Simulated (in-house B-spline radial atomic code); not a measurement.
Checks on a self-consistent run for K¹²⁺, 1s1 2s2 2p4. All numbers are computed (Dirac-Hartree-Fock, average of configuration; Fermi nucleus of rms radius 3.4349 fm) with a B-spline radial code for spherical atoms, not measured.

| orbital | q | ε (Eh) | <1/r> | <r²> | small-component weight |
| --- | --- | --- | --- | --- | --- |
| 1s1/2 | 1 | -158.68630 | 18.9794 | 0.00861311 | 0.0047279 |
| 2s1/2 | 2 | -28.94170 | 4.26444 | 0.145856 | 0.0009531 |
| 2p1/2 | 1.3333 | -27.08127 | 4.18247 | 0.113282 | 0.00091898 |
| 2p3/2 | 2.6667 | -26.93203 | 4.1436 | 0.114641 | 0.00091297 |

Electron-electron repulsion V_ee = 62.1226 hartree.

Q: What total energy follows from the eigenvalues?

A: The eigenvalues count the repulsion twice, so E = Σqε - V_ee = -324.497 - 62.123 = -386.619 hartree; the run printed -386.619.

Q: Does the Dirac virial theorem hold?

A: For a point nucleus E = -2c²Σq·w, with w the small-component weight. Here Σq·w = 0.010294 and c = 137.0360, so the ratio E/(-2c²Σq·w) is 1.000003.

Q: What diamagnetic shielding (Lamb formula) and susceptibility (Langevin formula) do the radii give?

A: σ = (α²/3)Σq<1/r> = 44.1345/(3·137.036²) = 783.41 ppm, and χ = -0.79199×10⁻⁶·Σq<r²> = -0.5996×10⁻⁶ cm³/mol with Σq<r²> = 0.75708 bohr². Both are non-relativistic formulas without the paramagnetism of open shells.
